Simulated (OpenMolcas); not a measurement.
# C3+: CASPT2 settings compared

```
Program             : OpenMolcas
Basis               : ANO-L-VQZP [5s4p3d2f]
Scalar Hamiltonian  : non-relativistic, point nucleus
Active space        : 1 electron in 4 orbitals (2s 2p)
State averaging     : 2S+1 = 2 even, 1 root; 2S+1 = 2 odd, 3 roots
Spin-orbit coupling : state interaction with AMFI integrals over the reference wave functions, term energies averaged over their components
```

Methods on the same reference wave functions:
A. CASSCF
B. SS-CASPT2, IPEA 0.15 Eh, real shift 0.15 Eh (closed shells correlated: 1s)
C. SS-CASPT2, IPEA 0.35 Eh, sigma1 regulariser 0.15 Eh (closed shells correlated: 1s)
D. SS-CASPT2, IPEA 0.6 Eh, imaginary shift 0.5 Eh (closed shells correlated: 1s)

Energies in eV above 2s 2S 1/2, the measured ground level; measured values from Moore, Selected Tables of Atomic Spectra, NSRDS-NBS 3, section 3.

```
     Level       A       B       C       D  Measured
 2s 2S 1/2  0.0000  0.0000  0.0000  0.0000    0.0000
2p 2P* 1/2  8.0536   8.008   8.008   8.008    7.9950
2p 2P* 3/2  8.0659   8.020   8.020   8.020    8.0084
```

Deviations, from unrounded energies. A percentage is the sum of absolute deviations over the sum of measured energies, with the sign that they share, or ± where signs differ.

| Against measurement | Levels | A | B | C | D |
| --- | --- | --- | --- | --- | --- |
| mean absolute deviation (cm-1) | 2 | 470 | 98 | 100 | 100 |
| other configurations (%) | 2 | +0.7 | +0.2 | +0.2 | +0.2 |

B, C, D lie about equally close to measurement and A furthest from it. The largest miss of B in the table is 2p 2P* 1/2, by +100 cm-1. The ranking rests on the paired levels alone, and a cruder setting can come out closer through cancelling errors.

Among B to D no level of the table moves by more than 5 cm-1.

The lowest spin-free term lies below A's lowest term by 0.006 hartree in B, 0.006 hartree in C, 0.006 hartree in D.

With one active electron the reference holds no correlation, so core polarisation is missing (holds for A). With one active electron, CASPT2 adds the correlation within the correlated inactive shells and between them and that electron, and leaves the splitting within a term as the reference gives it (holds for B; C; D). Measured partners are found by configuration, term and J. A level has none where our copy of the source lacks it or the pairing is in doubt (some pairs that miss far off the trend of their configuration count as doubtful), and it then counts in no deviation. Levels of configurations outside the active space are missing.

* marks odd parity.
